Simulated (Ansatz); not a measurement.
System: Hg$_{2}$ (charge +1, doublet). The spin state was set by rule; other spins were not relaxed. 
Geometry from a B3LYP-D3(BJ)/def2-TZVP (Ansatz, an electronic-structure program) optimisation:
```xyz
2

Hg     0.0000     0.0000    -1.4370
Hg     0.0000     0.0000     1.4370
```
Charge +1, spin multiplicity 2.

Property: vertical electron affinity (to the singlet state of charge +0; a negative value means that the extra electron is unbound and the number depends on the basis; each state is the SCF solution reached for its spin), in eV. Cores are frozen in the correlated levels unless marked. UHF or UKS for open shells. Spin-orbit coupling is left out. The frozen core is the preceding noble-gas configuration, with the filled d and f shells of earlier blocks. In def2 rows, elements after Kr have scalar-relativistic effective core potentials. Basis-set limits of correlation are two-point, X^-3; Hartree-Fock from the larger set.

```
level                                 program  vertical electron affinity (eV)
------------------------------------  -------  -------------------------------
SVWN5/def2-TZVPD                       Ansatz                                …
wB97M-V/def2-TZVPD                     Ansatz                             8.27
wB97X-V/def2-TZVPD                     Ansatz                             8.27
CCSD/def2-QZVPPD                       Ansatz                                …
CCSD(T)/CBS(def2-TZVPPD,def2-QZVPPD)   Ansatz                             8.68
```

Problem. Fill in the missing entries.

Solution. 
- SVWN5/def2-TZVPD, vertical electron affinity (eV): 8.97
- CCSD/def2-QZVPPD, vertical electron affinity (eV): 8.48
